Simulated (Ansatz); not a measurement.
Born–Oppenheimer molecular dynamics of a periodic cell of 17 atoms, Ba$_{16}$H (host Ba, host structure bcc, interstitial H). It goes on from the last frame of an earlier run, with new velocities.

Method: DFT PBE, scalar-relativistic, plane waves, PAW (Ansatz 0.2.0). Settings: accuracy low, cutoff 420 eV, k mesh 1x1x1, fermi-dirac smearing 0.15 eV, no spin polarisation.

- ensemble: NVT, Nosé–Hoover chain
- time step: 0.5 fs
- steps asked: 300
- set temperature: 840 K
- thermostat: time constant 100 fs, chain length 1
- seed: 347998

First frame:

```xyz
17
Lattice="10.0400 0.0000 0.0000 0.0000 10.0400 0.0000 0.0000 0.0000 10.0400" Properties=species:S:1:pos:R:3
Ba 0.108 0.013 -0.087
Ba 4.897 0.355 0.117
Ba 0.009 5.242 0.029
Ba 0.121 -0.083 5.021
Ba 2.489 2.573 2.599
Ba 5.040 5.019 0.040
Ba 5.113 0.169 5.069
Ba 7.594 2.445 2.296
Ba 0.079 5.056 5.205
Ba 2.728 7.698 2.582
Ba 2.330 2.495 7.532
Ba 4.775 5.029 5.192
Ba 7.571 7.619 2.285
Ba 7.832 2.289 7.771
Ba 2.553 7.693 7.747
Ba 7.761 7.564 7.377
H 6.281 2.596 0.068
```

**Question.** What does the run give?

**Answer.** All steps were run.

```json
{"steps done": "300", "time covered": "150 fs", "mean temperature over the second half": "541 K", "spread of the potential energy over the second half": "10.2 meV per atom", "mean potential energy of the second half above the start": "49.2 meV per atom"}
```

The conserved energy stayed within 0.0092 meV per atom of its start (net change 0.0057 meV per atom), so the integration is sound. The mean temperature of the second half is 36 % below the set value. A run of 0.15 ps of so small a system gives no equilibrium averages. Limits of this set-up: coarse k mesh, odd electron count without spin, a small cell, in which the defect meets its images, a typed lattice constant that wasn't relaxed here, low accuracy level.

**Question.** What happens to the structure?

**Answer.** Mean squared displacements from the first frame to the last, about the centre of mass: Ba 0.20 Å², H 0.04 Å². The details hang on the random start.

**Question.** How do temperature and energy run in time?

**Answer.** 
| time (fs) | T (K) | potential energy less start (eV) | conserved less start (meV/atom) |
| --- | --- | --- | --- |
| 0 | 840 | 0.000 | 0.00 |
| 7.5 | 797 | 0.090 | 0.01 |
| 15 | 771 | 0.143 | 0.01 |
| 22.5 | 791 | 0.105 | 0.00 |
| 30 | 797 | 0.096 | 0.00 |
| 37.5 | 730 | 0.239 | 0.01 |
| 45 | 696 | 0.317 | 0.01 |
| 52.5 | 714 | 0.288 | 0.00 |
| 60 | 692 | 0.345 | 0.00 |
| 67.5 | 623 | 0.501 | 0.01 |
| 75 | 592 | 0.580 | 0.01 |
| 82.5 | 606 | 0.571 | 0.00 |
| 90 | 585 | 0.639 | 0.00 |
| 97.5 | 554 | 0.728 | 0.00 |
| 105 | 515 | 0.839 | 0.01 |
| 112.5 | 552 | 0.796 | 0.00 |
| 120 | 534 | 0.873 | 0.00 |
| 127.5 | 492 | 1.001 | 0.01 |
| 135 | 491 | 1.048 | 0.01 |
| 142.5 | 509 | 1.060 | 0.01 |
| 150 | 552 | 1.027 | 0.01 |

The run took 9.5 min on 2 threads of Intel(R) Xeon(R) Platinum 8375C CPU @ 2.90GHz (Ice Lake) (shared host), peak memory 0.92 GiB.
